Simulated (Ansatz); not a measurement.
BrH₃Si (`[SiH3]Br`). Charge 0, multiplicity 1.

Problem. List the harmonic frequencies (cm⁻¹, unscaled) at PBE0-D4/def2-TZVP in Ansatz. (Estimate.)

Solution. Computed: 430, 624, 624, 924, 944, 944, 2248, 2263, 2263.

Problem. Is this a minimum?

Solution. Yes, all 9 modes are real.

Problem. Give the ideal-gas thermochemistry at 298.15 K and 1 bar (rigid rotor, harmonic oscillator; point group C3v, symmetry number 3).

Solution. Zero-point energy 67.4 kJ/mol; H(298) − E = 79.2 kJ/mol; entropy 262.6 J/(mol·K), of which translation 167.6, rotation 86.5, vibration 8.5; G(298) − E = 0.9 kJ/mol.
